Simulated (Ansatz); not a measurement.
A nudged elastic band was laid between two geometries of CH4BSb (7 atoms, charge 0, multiplicity 1).

The calculation used Ansatz 0.2.0, RKS B3LYP/def2-SVP.

```
movable images  : 4
climbing image  : no
spring          : 5.0 eV/Å²
optimiser       : quadratic models (default)
start path      : IDPP
force threshold : 0.05 eV/Å
iteration limit : 60
end points      : relaxed
```

Image 0:

```xyz
7
Properties=species:S:1:pos:R:3
B -1.076 0.179 -0.748
C -0.419 -0.946 -0.330
Sb 0.982 -0.191 1.186
H -1.592 1.201 -1.053
H -0.399 -2.024 -0.458
H 0.279 1.384 1.273
H 2.225 0.398 0.129
```

Image 5:

```xyz
7
Properties=species:S:1:pos:R:3
B -1.620 -0.435 -0.228
C -0.315 -0.343 -0.634
Sb 0.721 0.615 1.061
H -2.713 -0.460 0.229
H 0.305 -0.590 -1.492
H 1.583 1.715 0.045
H 2.040 -0.502 1.019
```

**Question.** Which bonds break or form, and what moves?

**Answer.** No bond is made or broken. The dihedral H5–C2–Sb3–H6 goes from -166 to 45°.

**Question.** What energy profile does the band end with?

**Answer.** It converged. The highest image is number 3 of 0 to 5, 4.0 kcal/mol above the first end and 2.4 kcal/mol above the last; the last end lies 1.6 kcal/mol above the first. No image climbed, so the highest image needn't sit at the top of the path.

```tsv
image	path coordinate (Å)	energy (kcal/mol)	dihedral H5–C2–Sb3–H6 (°)
0	0.00	0.0	-166
1	0.84	1.4	168
2	1.68	3.6	139
3	2.53	4.0	105
4	3.37	2.6	73
5	4.21	1.6	45
```

**Question.** What is the geometry of the highest image?

**Answer.** 
```xyz
7
Properties=species:S:1:pos:R:3:forces:R:3
B -1.634 -0.333 -0.324 0.00 0.00 0.00
C -0.281 -0.544 -0.435 0.00 0.01 0.00
Sb 1.021 0.181 1.179 -0.01 0.00 0.00
H -2.784 -0.101 -0.155 0.00 -0.01 0.01
H 0.283 -1.044 -1.225 0.00 0.02 -0.01
H 0.963 1.859 0.754 0.01 0.00 -0.01
H 2.433 -0.019 0.206 0.00 -0.01 0.01
```

Run time: 5 min on 1 thread of Arm Neoverse N1, on a shared host, peak memory 0.19 GiB.
